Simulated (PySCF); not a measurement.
C6H15AlO.
Bonds: C1–O2, O2–Al3, O2–C4, C4–C5, C5–C6, C6–C7, C7–C8, C5–C8. Hydrogens: H9, H10, H11 on C1; H12, H13, H14 on Al3; H15, H16 on C4; H17 on C5; H18, H19 on C6; H20, H21 on C7; H22, H23 on C8.

NICS = −σ at a ghost point: NICS(0) at the centroid of the ring atoms, NICS(1) 1 Å to either side along the normal of their mean plane, zz for the tensor component along that normal. Level: GIAO CAM-B3LYP/pcSseg-1 (PySCF, non-relativistic, gas phase) on the PBE0-D3(BJ)/def2-SVP geometry, one conformer.

Ring bond lengths (Å): C5–C6 1.545, C6–C7 1.539, C7–C8 1.540, C8–C5 1.543.

**Question.** Give the NICS values of each ring in ppm.

**Answer.** 
```json
{"ring": "C5–C6–C7–C8", "type": "4-membered carbocycle; formal bonds all single", "NICS(0)": "-1.6", "NICS(1), two faces": "-1.1 / -1.6", "NICS(1)zz, two faces": "3.4 / 4.2", "rms pucker (Å)": "0.13", "centre to ring atoms, mean (Å)": "1.08"}
```

**Question.** What do they say, and how far can they be read as aromaticity?

**Answer.** 
- C5–C6–C7–C8: mean NICS(1)zz 3.8 ppm, deshielded. C5, C6, C7, C8 have four or more neighbours; no verdict on aromaticity is drawn.

**Question.** What field does 11.7 T along the ring normal induce along that normal at the second NICS(1) probe listed for ring C5–C6–C7–C8, 1 Å off the ring?

**Answer.** NICSzz × B0 = 4.2 ppm × 11.7 T = 49 μT, along the applied field.

**Question.** List the ring angles.

**Answer.** 
- C5–C6–C7–C8: C5 88.2°, C6 88.5°, C7 88.6°, C8 88.5°; sum 353.8° against 360° for a flat convex ring.

**Question.** What are the shieldings of the ring atoms and their hydrogens in the same run (means over atoms taken as equivalent)?

**Answer.** 
| atoms | environment | σ isotropic (ppm) | principal values of the symmetric part, first atom (ppm) |
| --- | --- | --- | --- |
| C5 | four-membered-ring carbon | 148.3 | 131.1, 153.6, 160.1 |
| C6 (×2) | four-membered-ring carbon | 153.9 | 138.3, 143.2, 169.5 |
| C7 | four-membered-ring carbon | 162.3 | 150.0, 163.3, 173.6 |
| H17 | methine hydrogen | 28.34 | 24.3, 28.9, 31.8 |
| H18 (×2) | methylene hydrogen | 29.34 | 25.5, 27.6, 34.6 |
| H19 (×2) | methylene hydrogen | 29.86 | 26.6, 29.7, 32.9 |
| H20 | methylene hydrogen | 29.32 | 26.4, 26.8, 34.8 |
| H21 | methylene hydrogen | 29.63 | 25.7, 26.4, 36.8 |

**Question.** How do the values depend on the level or the medium?

**Answer.** 
```json
{"level": "CAM-B3LYP/pcSseg-1, gas", "NICS(0), C5–C6–C7–C8": "-1.6", "mean NICS(1)zz, C5–C6–C7–C8": "3.8"}
{"level": "PBE0/pcSseg-1, gas", "NICS(0), C5–C6–C7–C8": "-1.9", "mean NICS(1)zz, C5–C6–C7–C8": "3.9"}
```

The geometry is the same throughout.

Hardware: an Arm Neoverse N1 with one thread, no GPU (shared host). Cost: 96 s wall, 1.2 GiB resident at most. This is the whole shielding run at CAM-B3LYP/pcSseg-1, SCF included.

Shape of the structure used: `[CH3:1][O+:2]([AlH3-:3])[CH2:4][CH:5]1[CH2:6][CH2:7][CH2:8]1`: C1–O2–C4–C5 -73°, O2–C4–C5–C6 79°.
